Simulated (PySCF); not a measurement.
PySCF input (M06-2X/6-31G* (5d)):

```python
from pyscf import gto, dft

mol = gto.M(
    atom='''
    C    -2.29442300   -0.25118900   -0.06811700
    C    -0.88478300    0.32187400   -0.17788400
    C     0.18262400   -0.67248600    0.25615400
    C     1.59628300   -0.16680500    0.17106300
    O     1.91635800    0.93122600   -0.20432100
    H    -2.41174300   -1.13901100   -0.69443700
    H    -3.04163400    0.47833700   -0.38406600
    H    -2.52644200   -0.53997000    0.96000800
    H    -0.79692300    1.22553700    0.42908500
    H    -0.68363700    0.63387400   -1.20498400
    H     0.02375900   -1.00434300    1.29108200
    H     0.13676500   -1.59454400   -0.33894900
    H     2.37078000   -0.89805100    0.48952700
    ''',
    basis='6-31g*',
    charge=0,
    spin=0,
    verbose=4,
)

mf = dft.RKS(mol, xc='m062x')
mf.grids.level = 4
mf.conv_tol = 1e-9
mf.max_cycle = 100
mf.max_memory = 1500
mf.kernel()
if not mf.converged:
    mf = mf.newton()
    mf.kernel(mf.make_rdm1())
mf.dip_moment()
```

Output:

```
PySCF version 2.14.0

[INPUT] verbose = 4
[INPUT] num. atoms = 13
[INPUT] num. electrons = 40
[INPUT] charge = 0
[INPUT] spin (= nelec alpha-beta = 2S) = 0
[INPUT] symmetry False subgroup None
[INPUT] Mole.unit = angstrom
[INPUT] Symbol           X                Y                Z      unit          X                Y                Z       unit  Magmom
[INPUT]  1 C     -2.294423000000  -0.251189000000  -0.068117000000 AA   -4.335831083903  -0.474678415503  -0.128722474427 Bohr   0.0
[INPUT]  2 C     -0.884783000000   0.321874000000  -0.177884000000 AA   -1.671997549671   0.608253706618  -0.336152041942 Bohr   0.0
[INPUT]  3 C      0.182624000000  -0.672486000000   0.256154000000 AA    0.345109343773  -1.270814362604   0.484060905712 Bohr   0.0
[INPUT]  4 C      1.596283000000  -0.166805000000   0.171063000000 AA    3.016537687299  -0.315215766208   0.323262220046 Bohr   0.0
[INPUT]  5 O      1.916358000000   0.931226000000  -0.204321000000 AA    3.621391776619   1.759762100074  -0.386110731497 Bohr   0.0
[INPUT]  6 H     -2.411743000000  -1.139011000000  -0.694437000000 AA   -4.557533752837  -2.152418842867  -1.312295740765 Bohr   0.0
[INPUT]  7 H     -3.041634000000   0.478337000000  -0.384066000000 AA   -5.747855231165   0.903925925246  -0.725779553757 Bohr   0.0
[INPUT]  8 H     -2.526442000000  -0.539970000000   0.960008000000 AA   -4.774283449598  -1.020395415481   1.814152197391 Bohr   0.0
[INPUT]  9 H     -0.796923000000   1.225537000000   0.429085000000 AA   -1.505966212367   2.315929285521   0.810853134159 Bohr   0.0
[INPUT] 10 H     -0.683637000000   0.633874000000  -1.204984000000 AA   -1.291886698619   1.197848257483  -2.277089744483 Bohr   0.0
[INPUT] 11 H      0.023759000000  -1.004343000000   1.291082000000 AA    0.044898002994  -1.897933205124   2.439791384356 Bohr   0.0
[INPUT] 12 H      0.136765000000  -1.594544000000  -0.338949000000 AA    0.258448393426  -3.013251453568  -0.640520780195 Bohr   0.0
[INPUT] 13 H      2.370780000000  -0.898051000000   0.489527000000 AA    4.480124901596  -1.697070435892   0.925071960580 Bohr   0.0

nuclear repulsion = 172.133157022823
number of shells = 46
number of NR pGTOs = 167
number of NR cGTOs = 86
basis = 6-31g*
ecp = {}

******** <class 'pyscf.dft.rks.RKS'> ********
method = RKS
initial guess = minao
damping factor = 0
level_shift factor = 0
DIIS = <class 'pyscf.scf.diis.CDIIS'>
diis_start_cycle = 1
diis_space = 8
diis_damp = 0
SCF conv_tol = 1e-09
SCF conv_tol_grad = None
SCF max_cycles = 100
direct_scf = True
direct_scf_tol = 1e-13
XC library pyscf.dft.libxc version 7.1.2
    S. Lehtola, C. Steigemann, M. J. T. Oliveira, and M. A. L. Marques,  SoftwareX 7, 1–5 (2018)
XC functionals = m062x
    Y. Zhao and D. G. Truhlar,  Theor. Chem. Acc. 120, 215 (2008)
    Y. Zhao and D. G. Truhlar,  Theor. Chem. Acc. 120, 215 (2008)
radial grids:
    Treutler-Ahlrichs [JCP 102, 346 (1995); DOI:10.1063/1.469408] (M4) radial grids

becke partition: Becke, JCP 88, 2547 (1988); DOI:10.1063/1.454033
pruning grids: <function nwchem_prune>
grids dens level: 4
symmetrized grids: False
atomic radii adjust function: <function treutler_atomic_radii_adjust>
small_rho_cutoff = 0
Set gradient conv threshold to 3.16228e-05
Initial guess from minao.
tot grids = 268360
init E= -232.915089830501
  HOMO = -0.319555123633927  LUMO = -0.0674787955300546  gap/eV = 6.85935
cycle= 1 E= -232.212156155109  delta_E= 0.703  |g|= 0.743  |ddm|= 3.06
  HOMO = -0.187028078845522  LUMO = 0.0658202179850877  gap/eV = 6.88035
cycle= 2 E= -232.047210514147  delta_E= 0.165  |g|= 1.23  |ddm|= 1.73
  HOMO = -0.311066312843624  LUMO = 0.0329881540581445  gap/eV = 9.36220
cycle= 3 E= -232.336115149965  delta_E= -0.289  |g|= 0.0619  |ddm|= 1.16
  HOMO = -0.319860019244297  LUMO = 0.0323438797357354  gap/eV = 9.58396
cycle= 4 E= -232.337005001924  delta_E= -0.00089  |g|= 0.0395  |ddm|= 0.0893
  HOMO = -0.32024990558582  LUMO = 0.0347586999732714  gap/eV = 9.66028
cycle= 5 E= -232.337383706893  delta_E= -0.000379  |g|= 0.0085  |ddm|= 0.0445
  HOMO = -0.320587218649564  LUMO = 0.0355812928523691  gap/eV = 9.69184
cycle= 6 E= -232.337402147417  delta_E= -1.84e-05  |g|= 0.0028  |ddm|= 0.0134
  HOMO = -0.321227577483942  LUMO = 0.035053858882709  gap/eV = 9.69491
cycle= 7 E= -232.337404111015  delta_E= -1.96e-06  |g|= 0.000825  |ddm|= 0.00568
  HOMO = -0.321216583812719  LUMO = 0.0351423775551138  gap/eV = 9.69702
cycle= 8 E= -232.33740428608  delta_E= -1.75e-07  |g|= 0.00012  |ddm|= 0.00117
  HOMO = -0.321213050242165  LUMO = 0.0351594773929937  gap/eV = 9.69739
cycle= 9 E= -232.337404289681  delta_E= -3.6e-09  |g|= 4.6e-05  |ddm|= 0.000181
  HOMO = -0.321220116859498  LUMO = 0.0351546134479177  gap/eV = 9.69745
cycle= 10 E= -232.337404290207  delta_E= -5.26e-10  |g|= 6.75e-06  |ddm|= 5.45e-05
  HOMO = -0.321219796690553  LUMO = 0.0351560215857436  gap/eV = 9.69748
Extra cycle  E= -232.337404290209  delta_E= -2.39e-12  |g|= 6.52e-06  |ddm|= 1.12e-05
converged SCF energy = -232.337404290209
Dipole moment(X, Y, Z, Debye): -1.24298, -2.10254,  0.67513
```

The geometry given is a B3LYP-D3(BJ)/def2-TZVP minimum.
